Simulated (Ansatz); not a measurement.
`CO[SiH]1C=N1` → `CO[SiH2]C#N`  (isomerisation)

Program: Ansatz. Geometries: PBE0-D4/def2-TZVP. ΔE: electronic, gas phase. CBS: MP2 limit from def2 TZ/QZ plus the TZ coupled-cluster correction, frozen cores. Functionals use def2-TZVPP. Each species was taken in one conformer, which may not be the lowest.

CCSD(T)/CBS gives -1.40 eV.

Another level gave -1.21 eV. Which?
A. r2SCAN/def2-TZVPP
B. HF/def2-TZVPP
C. ωB97M-V/def2-TZVPP
D. PBE-D4/def2-TZVPP

A. r2SCAN -1.21, ωB97M-V -1.31, HF/def2-TZVPP -1.72, PBE-D4 -1.13 eV.

Largest T1 diagnostic among the species: 0.013.

In def2-TZVPP, CCSD(T) changes the Hartree–Fock value by +0.25 eV (the triples alone add +0.04 eV) and MP2 by +0.21 eV.
